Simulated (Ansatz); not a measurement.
`[SiH3][O][GeH]` + H₂O → `[OH][GeH]` + `O[SiH3]` at 400 K and 1 bar (formal hydrolysis of a Ge–O bond).

Gas-phase electronic energies from Ansatz, PBE0-D4/def2-TZVP geometries. CCSD(T)/CBS adds triple-zeta CCSD(T) − MP2 to the extrapolated MP2 energy (def2 sets, frozen cores). This one scheme is used for every species. For Ge outer-core shells are correlated without core-valence functions, which leaves a few kJ/mol of doubt a bond. Scalar relativity is left out up to krypton.

```json
{"species": "`[SiH3][O][GeH]`", "CCSD(T)/CBS energy (Eh)": "-2442.79250", "H − E (kJ/mol)": "118.9", "S (J/(mol·K))": "344.5"}
{"species": "H₂O", "CCSD(T)/CBS energy (Eh)": "-76.37941", "H − E (kJ/mol)": "69.8", "S (J/(mol·K))": "198.6"}
{"species": "`[OH][GeH]`", "CCSD(T)/CBS energy (Eh)": "-2152.47759", "H − E (kJ/mol)": "68.5", "S (J/(mol·K))": "269.6"}
{"species": "`O[SiH3]`", "CCSD(T)/CBS energy (Eh)": "-366.69042", "H − E (kJ/mol)": "120.0", "S (J/(mol·K))": "276.4"}
```

H − E and S are ideal-gas, rigid-rotor, harmonic terms from PBE0-D4/def2-TZVP. 1 Eh = 2625.50 kJ/mol, R = 8.31446 J/(mol·K).

Problem. By hand: ΔE, ΔH, ΔS and ΔG.

Solution. ΔE = (-2152.47759) + (-366.69042) − (-2442.79250) − (-76.37941) = 0.00390 Eh = 10.2 kJ/mol. Δ(H − E) = 68.5 + 120.0 − 118.9 − 69.8 = -0.2, so ΔH = 10.0 kJ/mol. ΔS = 269.6 + 276.4 − 344.5 − 198.6 = 2.9 J/(mol·K). ΔG = 10.0 − 400 × (2.9)/1000 = 8.8 kJ/mol.

Problem. By hand: the equilibrium constant, and the temperature at which ΔG would vanish if ΔH and ΔS stayed fixed.

Solution. log₁₀ K = −ΔG/(RT ln 10) = -1.1. ΔG = 0 at ΔH/ΔS = 3448 K, far beyond where these terms or the molecules hold.

The number of gas molecules stays the same, so ΔS is small and ΔH decides. A doubt of 5 kJ/mol in ΔE shifts log₁₀ K by 0.7 here. These are equilibria of isolated gas molecules and say nothing of rates. Largest T1 diagnostic: 0.016 (customary marks: 0.02 for closed shells, 0.045 for open ones).
